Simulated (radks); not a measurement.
Tm22+, configuration [Kr] 4d10 4f1. Method: non-relativistic Kohn-Sham, TPSS, spin-polarised, spherical densities, point nucleus; open shells are filled with parallel spins first (spin-orbit coupling, left out, can overturn this in heavy ions); meta-GGA in the generalised Kohn-Sham scheme; relativity is left out, which matters for an element this heavy; computed with a radial shooting solver on a logarithmic mesh with Libxc functionals. Some entries of the table are withheld. Estimate them.

orbital,occ.,eigenvalue (hartree),r(max) (bohr)
1s down,1,-2049.221,0.01457
1s up,1,-2049.221,0.01457
2s up,1,-351.3788,0.07956
2s down,1,-351.3781,0.07956
2p up,3,-336.5140,0.06188
2p down,3,-336.5135,0.06188
3s up,1,-97.17140,0.2197
3s down,1,-97.13549,0.2196
3p up,3,-90.45874,0.2076
3p down,3,-90.42514,0.2075
3d up,5,-77.99717,0.1650
3d down,5,-77.97124,0.1650
4s up,1,-36.07317,(1)
4s down,1,-36.01840,(2)
4p up,3,-33.26992,0.4849
4p down,3,-33.21421,0.4850
4d up,5,-28.23249,0.4775
4d down,5,-28.17448,0.4775
4f up,1,-21.89036,(3)
4f down,0,-21.82545,(4)

Answer. 
(1) 4s up r(max) (bohr): 0.4849
(2) 4s down r(max) (bohr): 0.4849
(3) 4f up r(max) (bohr): 0.4202
(4) 4f down r(max) (bohr): 0.4204
